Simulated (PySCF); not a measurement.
## Electrostatic potential from atomic charges

Species: `C([Si@@H]([SiH2]NC)O)=C`. Coordinates (GFN2-xTB, Å) and charges (e) from the PBE0/pcSseg-1 density (PySCF):

```csv
atom,x,y,z,Mulliken,IAO,Hirshfeld,ESP-fitted
C1,-2.427,-1.362,0.538,-0.1601,-0.2778,-0.0845,-0.4078
C2,-2.275,-0.247,-0.159,-0.4906,-0.4354,-0.1421,-0.2237
Si3,-1.194,1.220,0.351,+0.7121,+0.8755,+0.3326,+0.4435
O4,-1.806,2.597,-0.289,-0.5592,-0.7911,-0.3127,-0.6546
Si5,0.987,0.967,-0.334,+0.4645,+0.5506,+0.2564,+0.2021
N6,1.473,-0.606,0.157,-0.6915,-0.6697,-0.2490,-0.5873
C7,2.783,-1.133,-0.125,-0.0889,-0.2958,-0.0677,-0.1648
H8,-3.036,-2.187,0.200,+0.1199,+0.1495,+0.0486,+0.1860
H9,-1.953,-1.496,1.497,+0.1083,+0.1381,+0.0436,+0.1706
H10,-2.785,-0.181,-1.116,+0.1244,+0.1485,+0.0408,+0.1490
H11,-1.426,1.510,1.769,-0.0887,-0.1239,-0.0799,-0.0543
H12,-1.934,2.709,-1.226,+0.2379,+0.3601,+0.1739,+0.4242
H13,1.890,2.041,0.144,-0.1026,-0.1523,-0.0983,-0.0722
H14,1.205,0.970,-1.797,-0.1048,-0.1302,-0.0886,-0.0572
H15,1.100,-0.983,1.015,+0.1926,+0.2485,+0.1076,+0.3503
H16,3.538,-0.791,0.593,+0.1012,+0.1203,+0.0322,+0.0876
H17,3.085,-0.798,-1.115,+0.1129,+0.1439,+0.0450,+0.1248
H18,2.766,-2.224,-0.115,+0.1124,+0.1411,+0.0425,+0.0837
```

Points outside the species (Å): A (-6.2, 6.0, -5.8); B (-3.1, -4.6, -1.7); C (2.5, -6.6, -0.3); D (-3.6, 1.1, -4.8); E (-0.5, -1.8, 5.7).

Question: Find the potential V = 14.3996 V·Å × Σ q/r of each set of charges at these points.

Answer: In volts:

```csv
point,nearest atom,distance (Å),Mulliken,IAO,Hirshfeld,ESP-fitted
A,H12,7.07,-0.039,-0.007,+0.009,+0.022
B,H8,3.07,-0.076,+0.016,+0.035,+0.077
C,H18,4.39,+0.049,+0.025,+0.034,+0.055
D,H10,3.98,-0.025,+0.119,+0.075,+0.180
E,H9,4.46,+0.066,+0.117,+0.049,+0.102
```

Question: How far are the other sets from the ESP-fitted one at these points?

Answer: Root-mean-square difference: IAO 0.044 V, Hirshfeld 0.057 V, Mulliken 0.119 V. The ESP scheme is a least-squares fit of atom-centred charges to the potential on four shells outside the van der Waals surface, with the total charge fixed.

Question: What energy would a point charge of -2 e have at D in the field of the ESP charges, leaving out polarisation?

Answer: -0.360 eV = -34.7 kJ/mol, an attraction.

One conformer (not necessarily the lowest) at the GFN2-xTB geometry, without solvent, vibrations or thermal averaging.

Conformer computed: `[CH2:1]=[CH:2][Si@H:3]([OH:4])[SiH2:5][NH:6][CH3:7]`: C1–C2–Si3–O4 -152°, C2–Si3–Si5–N6 -49°, Si3–Si5–N6–C7 179°, H–O4–Si3–C2 -58°.
